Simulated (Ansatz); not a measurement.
Consider the hydrogenolysis of a C–F bond: `CC(F)OC(F)F` + H₂ → `CC(F)OCF` + H–F.

Program: Ansatz. Geometries: PBE0-D4/def2-TZVP. ΔE: electronic, gas phase. CCSD(T)/CBS is the MP2 limit (def2-TZVPP, def2-QZVPP) plus CCSD(T) − MP2 in def2-TZVPP, frozen cores. This one scheme is used for every species. Functionals use def2-TZVPP. B3LYP here is the variant with VWN-RPA as its local correlation; programs differ in this. Each species was taken in one conformer, which may not be the lowest.

`CC(F)OC(F)F`:

Cartesian coordinates in Å:
```
C -0.546 0.361 -1.632
C 0.116 0.531 -0.299
F 1.297 1.210 -0.454
O 0.407 -0.742 0.222
C 0.372 -0.878 1.570
F -0.884 -0.686 2.045
F 1.148 0.031 2.194
H -0.707 1.338 -2.089
H 0.092 -0.239 -2.282
H -1.506 -0.141 -1.510
H -0.491 1.100 0.411
H 0.702 -1.885 1.826
```

H₂:

Z-matrix (Å, degrees):
```
H
H 1 0.746
```

`CC(F)OCF`:

```xyz
12

C    -1.381   -0.422   -1.056
C    -0.045   -0.411   -0.380
F     0.958   -0.442   -1.334
O     0.076    0.761    0.357
C     1.154    0.799    1.214
F     0.918    0.013    2.320
H    -1.486    0.474   -1.669
H    -2.174   -0.437   -0.308
H    -1.469   -1.305   -1.689
H     0.119   -1.286    0.258
H     1.262    1.831    1.547
H     2.067    0.426    0.740
```

H–F:

Z-matrix (Å, degrees):
```
F
H 1 0.920
```

CCSD(T)/CBS gives -58.8 kJ/mol.

(1) Another level gave -51.6 kJ/mol. Which?
A. ωB97M-V/def2-TZVPP
B. B3LYP/def2-TZVPP
C. CCSD/def2-TZVPP
D. r2SCAN-D4/def2-TZVPP

Largest T1 diagnostic among the species: 0.012.

Results:

(1) B. B3LYP -51.6, ωB97M-V -44.8, CCSD/def2-TZVPP -55.8, r2SCAN-D4 -38.4 kJ/mol.

From PBE to PBE0 (25 % exact exchange), in def2-TZVPP and without D4, ΔE moves by −3.9 kJ/mol.
